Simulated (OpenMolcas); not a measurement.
## B II: input and output

Input:

```
&GATEWAY
Coord
1

B 0.0 0.0 0.0
Basis=ANO-RCC-VDZ
Group=XYZ
NoMove
AngMom=0.0 0.0 0.0
AMFI
&SEWARD
Relativistic=R04O02
&RASSCF
FileOrb=start.orb
Symmetry=1
Spin=3
nActEl=2 0 0
Inactive=1 0
Ras2=1 3
CIRoot=3 3 1
SDav=3
CIMx=300
Iter=120 100
PrWF=0.3
OrbListing=Nothing
MaxOrb=0
Atom
>>> COPY $Project.JobIph JOB001
&RASSCF
FileOrb=start.orb
Symmetry=1
Spin=1
nActEl=2 0 0
Inactive=1 0
Ras2=1 3
CIRoot=7 7 1
SDav=7
CIMx=300
Iter=120 100
PrWF=0.3
OrbListing=Nothing
MaxOrb=0
Atom
>>> COPY $Project.JobIph JOB002
&RASSCF
FileOrb=start.orb
Symmetry=2
Spin=3
nActEl=2 0 0
Inactive=1 0
Ras2=1 3
CIRoot=3 3 1
SDav=3
CIMx=300
Iter=120 100
PrWF=0.3
OrbListing=Nothing
MaxOrb=0
Atom
>>> COPY $Project.JobIph JOB003
&RASSCF
FileOrb=start.orb
Symmetry=2
Spin=1
nActEl=2 0 0
Inactive=1 0
Ras2=1 3
CIRoot=3 3 1
SDav=3
CIMx=300
Iter=120 100
PrWF=0.3
OrbListing=Nothing
MaxOrb=0
Atom
>>> COPY $Project.JobIph JOB004
&RASSI
NrOfJobIphs=4 3 7 3 3
1 2 3
1 2 3 4 5 6 7
1 2 3
1 2 3
IphNames
JOB001
JOB002
JOB003
JOB004
EJob
SpinOrbit
DIPRint=1.0
SOCoupling=1000.0
Subsets=2
MEES
Property=10
'ANGMOM' 1 'ANGMOM' 2 'ANGMOM' 3 'MLTPL  1' 1 'MLTPL  1' 2 'MLTPL  1' 3
'AMFI' 1 'AMFI' 2 'AMFI' 3 'MLTPL  2' 6
SOProperty=3
'ANGMOM' 1 'ANGMOM' 2 'ANGMOM' 3
```

Launched by
```bash
OMP_NUM_THREADS=1 MOLCAS_MEM=2252 MOLCAS_PROJECT=a pymolcas a.inp > a.log  # once for each step of the input, in one work folder
```

A driver script runs the steps one by one and writes start.orb anew before each from the orbitals found so far.

Output, cut to the results:

```
--- SEWARD ---
Basis set label: B.ANO-RCC...3S2P.

      Electronic valence basis set:
      ------------------
      Associated Effective Charge   5.000000 au
      Associated Actual Charge      5.000000 au
      Nuclear Model: Point charge

      Shell  nPrim  nBasis  Cartesian Spherical Contaminant
         s      14       3        X
         p       9       2        X
Relativistic=R04O02
                  Relativistic Douglas-Kroll-Hess integrals:
                    - DKH order of Hamiltonian: 4
                    - DKH order of Properties : 2
--- RASSCF ---
Wave function specifications:
      -----------------------------

      Number of closed shell electrons           2
      Number of electrons in active shells       2
      Max number of holes in RAS1 space          0
      Max nr of electrons in RAS3 space          0
      Number of inactive orbitals                1
      Number of active orbitals                  4
      Number of secondary orbitals               4
      Spin quantum number                      1.0
      State symmetry                             1
Orbital specifications:
      -----------------------

      Symmetry species                           1   2
                                                ag  au
      Frozen orbitals                            0   0
      Inactive orbitals                          1   0
      Active orbitals                            1   3
      RAS1 orbitals                              0   0
      RAS2 orbitals                              1   3
      RAS3 orbitals                              0   0
      Secondary orbitals                         1   3
      Deleted orbitals                           0   0
      Number of basis functions                  3   6
      Number of CSFs                             3
      Number of root(s) required                 3
      Iter CI   SX   CI       RASSCF       Energy    max ROT     max BLB   max BLB  Level Ln srch  Step   QN
          iter iter root      energy       change     param      element    value   shift minimum  type update
 Nr of preliminary CI iterations:   1
 ###############################################################################
 ###############################################################################
 ###                                                                         ###
 ###                                                                         ###
 ###    WARNING: Problems in orbital optimization.                           ###
 ###                                                                         ###
 ###                                                                         ###
 ###############################################################################
 ###############################################################################
  Warning: In symmetry  1, orbital p=   2 has diagonal density matrix element D(p,p) close to zero. D(p,p)=  0.000000E+00
        1   1    2    0   -23.84063403    0.00E+00   7.95E-08    1   2 1  9.14E-07   0.50   0.00    SX    NO
        ...
 ###############################################################################
 ###############################################################################
  Warning: In symmetry  1, orbital p=   2 has diagonal density matrix element D(p,p) close to zero. D(p,p)=  0.000000E+00
        4   1    1    0   -23.84063403    2.13E-14   0.00E+00    1   2 1  2.24E-08   0.50   0.00    SX    NO
      Convergence after  4 iterations
        5   1    1    0   -23.84063403   -3.55E-15   0.00E+00    1   2 1  2.24E-08   0.50   0.00    SX    NO
      Natural orbitals and occupation numbers for root  1
      sym 1:   0.000000
      sym 2:   0.000000   1.000000   1.000000
      Natural orbitals and occupation numbers for root  2
      sym 1:   0.000000
      sym 2:   1.000000   1.000000  -0.000000
      Natural orbitals and occupation numbers for root  3
      sym 1:   0.000000
      sym 2:   1.000000  -0.000000   1.000000
::    RASSCF root number  1 Total energy:    -23.84063403
::    RASSCF root number  2 Total energy:    -23.84063403
::    RASSCF root number  3 Total energy:    -23.84063403
--- RASSCF ---
Wave function specifications:
      -----------------------------

      Number of closed shell electrons           2
      Number of electrons in active shells       2
      Max number of holes in RAS1 space          0
      Max nr of electrons in RAS3 space          0
...
--- RASSI ---
SPIN-FREE ENERGIES:
  (Shifted by EMIN (a.u.) =        -24.2983893736)

 SF State       Relative EMIN(au)   Rel lowest level(eV)    D:o, cm**(-1)      L_eff

     4             0.0000000000        0.0000000000              0.0000         0.0
    11             0.1722532223        4.6872489632          37805.2125         1.0
    12             0.1722532223        4.6872489632          37805.2125         1.0
    13             0.1722532223        4.6872489632          37805.2125         1.0
    14             0.3804504620       10.3525844697          83499.2249         1.0
    15             0.3804504620       10.3525844697          83499.2249         1.0
    16             0.3804504620       10.3525844697          83499.2249         1.0
     2             0.4577553438       12.4561574652         100465.6853         1.0
     3             0.4577553438       12.4561574652         100465.6853         1.0
     1             0.4577553438       12.4561574652         100465.6853         1.0
     8             0.5133083798       13.9678325870         112658.1674         2.0
     9             0.5133083798       13.9678325870         112658.1674         2.0
     5             0.5133083798       13.9678325870         112658.1674         2.0
     6             0.5133083798       13.9678325870         112658.1674         2.0
     7             0.5133083798       13.9678325870         112658.1674         2.0
    10             0.6491553854       17.6644179252         142473.1389         0.0
     Dipole printing threshold changed to   1.00000000E+00

++ Dipole transition strengths (spin-free states):
   -----------------------------------------------
     for osc. strength at least  1.00000000E+00

  ( Max oscillator strength is only   0.35816764626159303      )
--
Eigenvalues of complex Hamiltonian:
   -----------------------------------
  (Shifted by EMIN (a.u.) =        -24.2983893736)

...
```

Levels above the lowest, from the spin-orbit matrix, grouped by J:

```csv
Configuration,Term,J,E (cm-1),Measured (cm-1),Term weight %
2s2,1S,0,0.0,0.0,100
2s 2p,3P*,0,37789,37336,100
2s 2p,3P*,1,37797,37342,100
2s 2p,3P*,2,37813,37358,100
2s 2p,1P*,1,83499,73397,100
2p2,3P,0,100451,98911,100
2p2,3P,1,100458,98920,100
2p2,3P,2,100473,98933,100
2p2,1D,2,112658,102363,100
2p2,1S,0,142473,127661,100
```

Against the 9 measured excited levels shown (NIST Handbook of Basic Atomic Spectroscopic Data) the mean absolute deviation is 4600 cm-1; the largest miss in energy is 2p2 1S0: computed 142473, measured 127661 cm-1 (+11.6 %).

Without dynamic correlation excited terms often stand tens of per cent too high (terms of higher spin than the ground term too low), and those without a measured partner can miss by more than the paired ones. Measured partners are found by configuration, term and J. A level has none where our copy of the source lacks it or the pairing is in doubt (some pairs that miss far off the trend of their configuration count as doubtful), and it then counts in no deviation. Only configurations of the active space appear.

The term weight is that of the spin-free term in the level, not the purity of its configuration. * marks odd parity.
